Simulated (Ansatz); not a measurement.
Nudged elastic band run: CH₃InO

input.yaml

```yaml
crystal:
  periodic: [false, false, false]
  atoms:
    - { symbol: O, position_ang: [-1.096176, -1.578528, 0.495036] }
    - { symbol: C, position_ang: [-0.078179, -1.201195, -0.040484] }
    - { symbol: In, position_ang: [0.201951, 0.998937, -0.047004] }
    - { symbol: H, position_ang: [0.615099, -1.962909, -0.474224] }
    - { symbol: H, position_ang: [-0.521915, 1.928005, -1.310415] }
    - { symbol: H, position_ang: [0.921321, 1.751691, 1.331091] }
basis:
  gaussian: { orbitals: def2-mTZVP }
hamiltonian:
  xc: r2scanh
  dispersion: d4
neb:
  order_check: false
  images: 7
  f_tol: 0.03
  max_iterations: 60
  initial_path: linear
  final_atoms:
    - { symbol: O, position_ang: [-0.50991561, -1.81867722, 0.15177365] }
    - { symbol: C, position_ang: [0.3167172, -0.8987976, -0.23233673] }
    - { symbol: In, position_ang: [-8.974e-05, 1.21915547, 0.08181209] }
    - { symbol: H, position_ang: [-0.16419388, -2.69852092, -0.09949309] }
    - { symbol: H, position_ang: [-0.51657754, 2.14956661, -1.28447023] }
    - { symbol: H, position_ang: [0.91616058, 1.98327466, 1.33671431] }
```

Launched with:

```bash
$ ansatz run input.yaml --threads 2 --pin off --max-ram 3072MiB --backend cpu --events-out ev --progress --plain --runs-dir out
```

Output, in part (warnings, iteration lines, the closing report on the highest movable image, with atoms numbered from 0):

```
NEB end point (image 0): max|allowed force component| = 2.219e-3 eV/Å (the criterion of neb.relax_end_points is 1.000e-2)
NEB end point (image 8): max|allowed force component| = 1.188e-2 eV/Å (the criterion of neb.relax_end_points is 1.000e-2)
NEB iter   1: max|band force component| = 5.068e0 eV/Å  barrier→ = 4.1130 eV  barrier← = 1.7953 eV  Δτ_max = 0.1999 Å  (240 SCF iters)
NEB iter   2: max|band force component| = 1.550e0 eV/Å  barrier→ = 3.7231 eV  barrier← = 1.4054 eV  Δτ_max = 0.1914 Å  (211 SCF iters)
NEB iter   3: max|band force component| = 2.085e0 eV/Å  barrier→ = 3.6181 eV  barrier← = 1.3004 eV  Δτ_max = 0.1024 Å  (220 SCF iters)
NEB iter   4: max|band force component| = 6.269e-1 eV/Å  barrier→ = 3.5050 eV  barrier← = 1.1873 eV  Δτ_max = 0.0415 Å  (213 SCF iters)
NEB iter   5: max|band force component| = 5.050e-1 eV/Å  barrier→ = 3.4377 eV  barrier← = 1.1200 eV  Δτ_max = 0.1490 Å  (214 SCF iters)
NEB iter   6: max|band force component| = 1.579e0 eV/Å  barrier→ = 3.6856 eV  barrier← = 1.3680 eV  Δτ_max = 0.0659 Å  (222 SCF iters)
NEB iter   7: max|band force component| = 5.164e-1 eV/Å  barrier→ = 3.6182 eV  barrier← = 1.3006 eV  Δτ_max = 0.0546 Å  (216 SCF iters)
NEB iter   8: max|band force component| = 8.313e-1 eV/Å  barrier→ = 3.5098 eV  barrier← = 1.1922 eV  Δτ_max = 0.0277 Å  (214 SCF iters)
NEB iter   9: max|band force component| = 1.578e0 eV/Å  barrier→ = 3.5426 eV  barrier← = 1.2249 eV  CI = image 4  Δτ_max = 0.0555 Å  (212 SCF iters)
NEB iter  10: max|band force component| = 5.963e-1 eV/Å  barrier→ = 3.6474 eV  barrier← = 1.3298 eV  CI = image 4  Δτ_max = 0.0204 Å  (214 SCF iters)
NEB iter  11: max|band force component| = 5.093e-1 eV/Å  barrier→ = 3.6559 eV  barrier← = 1.3383 eV  CI = image 4  Δτ_max = 0.0112 Å  (208 SCF iters)
NEB iter  12: max|band force component| = 3.359e-1 eV/Å  barrier→ = 3.6547 eV  barrier← = 1.3371 eV  CI = image 4  Δτ_max = 0.0059 Å  (200 SCF iters)
NEB iter  13: max|band force component| = 9.828e-2 eV/Å  barrier→ = 3.6545 eV  barrier← = 1.3369 eV  CI = image 4  Δτ_max = 0.0016 Å  (182 SCF iters)
NEB iter  14: max|band force component| = 1.925e-2 eV/Å  barrier→ = 3.6545 eV  barrier← = 1.3368 eV  CI = image 4  Δτ_max = 0.0000 Å  (354 SCF iters)
Total energy: -8301.92989696 eV, -305.0902964630 hartree
Atom 0 at    -0.497868    -2.052764     0.130703 Å, force     0.004333     0.006281    -0.001975 eV/Å
Atom 1 at     0.178414    -0.976482    -0.167116 Å, force    -0.008373    -0.003823     0.004747 eV/Å
Atom 2 at    -0.156504     1.164244     0.160980 Å, force    -0.001312    -0.000130     0.000865 eV/Å
Atom 3 at     0.493736    -2.191861    -0.421189 Å, force     0.003121    -0.001991    -0.002233 eV/Å
Atom 4 at    -0.710172     2.086259    -1.193823 Å, force     0.001324    -0.000294    -0.000422 eV/Å
Atom 5 at     0.734496     1.906605     1.444446 Å, force     0.000907    -0.000043    -0.000982 eV/Å
Dipole moment:    -0.009449    -0.094366    -0.001308 e Å
```

It converged. Neighbouring images differ by up to 1.7 eV, so the band resolves the path poorly. Another band between the same ends (7 images) ends at a top of the same energy, where a vibrational analysis finds 1 clearly imaginary mode. The orbitals stay closed-shell, which can raise the energy where a bond breaks towards radicals; this wasn't checked here.

Final band (atoms are numbered from 1 in the order of the input):

```tsv
image	path coordinate (Å)	energy (eV)	C2–H4 (Å)	O1–H4 (Å)
0	0.00	0.00	1.12	2.00
1	0.26	0.11	1.11	1.93
2	0.51	0.88	1.10	1.70
3	0.77	2.55	1.14	1.42
4	1.03	3.65	1.28	1.14
5	1.26	3.03	1.52	0.99
6	1.50	2.47	1.76	0.97
7	1.74	2.34	1.85	0.98
8	1.98	2.32	1.87	0.98
```

The run took 99 s on 2 threads of AMD EPYC 9R45 96-Core Processor (Zen 5) (shared host), peak memory 0.22 GiB.
